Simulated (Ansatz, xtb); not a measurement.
C4H7NOSi: which of two isomers lies lower

We compare X, `NC1=C[Si@@H](O)C=C1`, a singlet, with Y, `NC1=CC=C[Si@@H]1O`, a singlet. Both are isolated molecules in the gas phase, relaxed with PBE0-D3(BJ)/def2-SVP; the shapes shown needn't be the lowest conformers.

X (Å):

| atom | x (Å) | y (Å) | z (Å) |
| --- | --- | --- | --- |
| C | 0.6121 | 1.1649 | -0.5301 |
| C | -0.4285 | 0.2969 | -0.6894 |
| C | 2.0478 | -0.6774 | -1.1572 |
| C | 1.9777 | 0.6129 | -0.7942 |
| N | 0.5513 | 2.4628 | -0.1202 |
| O | -0.2486 | -2.0341 | -2.5701 |
| Si | 0.2791 | -1.3446 | -1.1407 |
| H | 1.3515 | 3.0634 | -0.2554 |
| H | -0.3476 | 2.9190 | -0.0601 |
| H | -1.4622 | 0.5973 | -0.5076 |
| H | 0.1142 | -2.4483 | -0.1531 |
| H | -0.3323 | -1.4156 | -3.3022 |
| H | 3.0004 | -1.1694 | -1.3660 |
| H | 2.8477 | 1.2715 | -0.6723 |

Y (Å):

```xyz
14

C     0.0046    0.3431   -0.3504
C    -0.1711    1.2998   -1.3066
C     0.9524    1.4702   -2.2345
C     2.0550    0.6866   -2.1122
N    -0.8528   -0.0063    0.6401
O     1.7731   -2.0355   -0.8094
Si    1.7547   -0.3734   -0.6277
H    -0.6975   -0.8561    1.1623
H    -1.7966    0.3590    0.6522
H    -1.0738    1.9113   -1.4059
H     0.8699    2.2397   -3.0127
H     2.9201    0.7857   -2.7686
H     2.6177   -0.1365    0.5630
H     1.4039   -2.3548   -1.6387
```

Energies in hartree; the thermal terms are from GFN2-xTB frequencies at re-optimised GFN2-xTB minima (ideal gas, soft modes damped towards free rotors, one conformer each, 298.15 K, 1 atm) and include the zero-point energy:

```
                              X           Y
E, CCSD(T)/def2-SVP  −574.558117  −574.550206
    E, MP2/def2-SVP  −574.469380  −574.461466
  E, MP2/def2-TZVPP  −575.141435  −575.132425
  zero-point energy     0.101676     0.101602
       H(298 K) − E     0.110658     0.110682
       G(298 K) − E     0.069912     0.069749
```

Correct the CCSD(T) difference for the basis set by the MP2 change, then work out ΔE, ΔE₀, ΔH and ΔG for X → Y in kJ/mol (1 Eh = 2625.50 kJ/mol) and the equilibrium ratio [Y]/[X].

1. Differences Y − X: CCSD(T) +0.007911, MP2 in the small set +0.007914, MP2 in the large set +0.009010 Eh.
2. ΔE = +0.007911 + (+0.009010 − (+0.007914)) = +0.009007 Eh = +23.65 kJ/mol.
3. ΔE₀ = ΔE + ΔZPE = +0.009007 + (−0.000074) Eh = +23.45 kJ/mol.
4. ΔH = ΔE + (+0.000024) Eh = +23.71 kJ/mol.
5. ΔG = ΔE + (−0.000163) Eh = +23.22 kJ/mol, so ΔS = (ΔH − ΔG)/T = +1.6 J/(mol K).
6. kT = 0.9442 mEh, so K = [Y]/[X] = exp(−ΔG/kT) = exp(−9.37) ≈ 8.6 × 10^−5.

Structure X is favoured at this temperature. An error of 4 kJ/mol in ΔG would change K by a factor of 5. Mirror images and further conformers aren't counted.

As drawn, both hold the same kinds of bond in the same numbers.

Other levels gave ΔE = +5.7 (GFN2-xTB); +7.9 (HF/STO-3G, GFN2-xTB geometries); +15.3 (r2SCAN-D4/def2-SVP, GFN2-xTB geometries); +13.8 (PBE0-D3(BJ)/def2-SVP); +23.5 (HF/def2-SVP); +20.8 (MP2/def2-SVP); +20.8 (CCSD(T)/def2-SVP) kJ/mol. The correlated steps freeze 11 core orbitals. Programs: Ansatz 0.2.0, xtb 6.7.1.
